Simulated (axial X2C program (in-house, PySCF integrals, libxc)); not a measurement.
# GaN⁺ at several levels of theory

All values were computed with an axial X2C code built on PySCF integrals. Spin-free means the one-electron spin-free X2C Hamiltonian; two-component (2c) means X2C with spin–orbit coupling and atomic mean-field two-electron Coulomb and Gaunt terms, so the difference of the two also holds small scalar two-electron terms. Basis: Ga dyall-cv3z [9s9p7d4f1g], N dyall-av3z [7s7p3d2f] (cores contracted in-house); Gaussian nuclei, density fitting, unrestricted open shells. Masses: Ga 68.926 u, N 14.003 u.

Input:
```json
{
 "zs": [
  31,
  7
 ],
 "q": 1,
 "bas": [
  "dyall-cv3z",
  "dyall-av3z"
 ],
 "levels": [
  "PBE0",
  "HF",
  "B3LYP"
 ],
 "cc": true,
 "r0": 1.77,
 "thr": -1.0,
 "nmax": 90,
 "npts": 10,
 "nst": 2,
 "ntry": 6
}
```
```bash
python so2c.py task.json out
```

Keys: zs atomic numbers; q charge; bas basis sets; levels methods; cc coupled cluster on or off; r0 starting distance in Å; thr threshold in hartree for freezing inner shells (an s shell follows its p shell); nmax most natural virtual spinors; npts points on the curve; nst determinants followed; ntry starts of the search. HF also brings MP2.

State, spin-free: M_S = 3/2, Λ = 0 (beyond evenly filled blocks: σα, π+α, π-α); electrons by block: σα: 10, σβ: 9, π+α: 4, π+β: 3, π-α: 4, π-β: 3, δ+α: 1, δ+β: 1, δ-α: 1, δ-β: 1. Fragments: Ga+ + N.

State, 2c: Ω = 3/2 (⟨Sz⟩ = 1.50, ⟨Lz⟩ = 0.00 at PBE0); electrons by block: 1/2: 13, -1/2: 13, 3/2: 5, -3/2: 4, 5/2: 1, -5/2: 1. Fragments: Ga+ + N.

```csv
Hamiltonian,level,Re (Å),ωe (cm⁻¹),ωexe (cm⁻¹),Be (cm⁻¹),αe (cm⁻¹),De (eV),k (mdyn/Å),μ (D)
2c,PBE0,2.552,122.9,2.1,0.2225,0.00518,0.178,0.104,-0.67
2c,MP2,2.973,84.4,n/a,0.1639,0.0055,0.087,0.0488,n/a
2c,B3LYP,2.603,117.0,2.1,0.2137,0.00515,0.157,0.0938,-0.76
```

Spin-free values that have a 2c row agree with it to the digits that matter (0.001 Å, 0.01 eV) and are not repeated.

Correlated methods: 7 electrons correlated (number of frozen shells: Ga 3 s, 2 p, 1 d; N 1 s), 261 virtual spin orbitals or spinors in MP2.

Dipoles are positive if N is the positive end and refer to the centre of mass.

The state is a single determinant with fixed occupations, the lowest that a limited PBE0 search found. De is counted from the lowest determinant-based energies of the atoms at the same level, without counterpoise correction. Density functionals use the spin component along the axis (collinear). With several unpaired electrons one determinant need not be a pure state. The bond is weak and the correlated curve of this state has no minimum in the scanned range, so this well may be an artefact of the functional. This is the top spin component of a Σ state; components of lower Ω are not single determinants and can lie lower. With the outer-core shells frozen, correlated bond lengths of heavy atoms tend to come out a few hundredths of an ångström too long.

No reliable constants came from CCSD (2c), CCSD (spin-free), CCSD(T) (2c), CCSD(T) (spin-free), HF (2c), HF (spin-free): no minimum in range, unconverged points, a curve that is not smooth, a change of character along it, or the two Hamiltonians disagreeing along it.

Rough cost a point (2c) on 1 thread(s) of a shared host, integrals apart: PBE0 0.5 s, B3LYP 0.5 s.

The whole task took 100 s on 1 thread of Intel(R) Xeon(R) Processor @ 2.30GHz, with other jobs on the host.
